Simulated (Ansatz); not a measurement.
CH$_{5}$F$_{2}$NSn (`[CH3][Sn]([NH2])([F])[F]`) at its PBE0-D4/def2-TZVP geometry, where that method's forces vanish. Charge 0, multiplicity 1. Sn: def2 effective core potential.

| atom | x (Å) | y (Å) | z (Å) |
| --- | --- | --- | --- |
| C1 | 0.751 | -1.400 | 0.708 |
| Sn2 | -0.494 | 0.077 | -0.131 |
| N3 | 0.241 | 1.837 | -0.738 |
| F4 | -1.361 | -0.656 | -1.677 |
| F5 | -1.897 | 0.447 | 1.126 |
| H6 | 1.231 | -1.002 | 1.600 |
| H7 | 1.506 | -1.689 | -0.022 |
| H8 | 0.137 | -2.260 | 0.969 |
| H9 | -0.048 | 2.045 | -1.687 |
| H10 | -0.067 | 2.602 | -0.149 |

For each bond, give half the difference of the two atoms' forces along it (eV/Å; positive pushes the atoms apart) under PBE-D4, r2SCAN-D4, B3LYP-D4, ωB97M-V in def2-TZVPP. (An estimate is asked.)

The calculation gave: 
| bond | length (Å) | PBE-D4 | r2SCAN-D4 | B3LYP-D4 | ωB97M-V |
| --- | --- | --- | --- | --- | --- |
| C1–Sn2 | 2.106 | -0.07 | 0.03 | 0.10 | -0.06 |
| C1–H6 | 1.089 | 0.08 | -0.03 | -0.09 | -0.04 |
| C1–H7 | 1.089 | 0.07 | -0.04 | -0.09 | -0.04 |
| C1–H8 | 1.089 | 0.08 | -0.03 | -0.09 | -0.04 |
| Sn2–N3 | 2.001 | 0.12 | 0.08 | 0.14 | -0.02 |
| Sn2–F4 | 1.918 | 0.44 | 0.07 | 0.22 | 0.04 |
| Sn2–F5 | 1.921 | 0.43 | 0.07 | 0.22 | 0.03 |
| N3–H9 | 1.014 | 0.21 | 0.01 | -0.06 | -0.03 |
| N3–H10 | 1.013 | 0.20 | 0.01 | -0.06 | -0.03 |

B3LYP here is the variant with VWN-RPA as its local correlation; programs differ in this.

Results of the Gaussian-basis code of Ansatz.
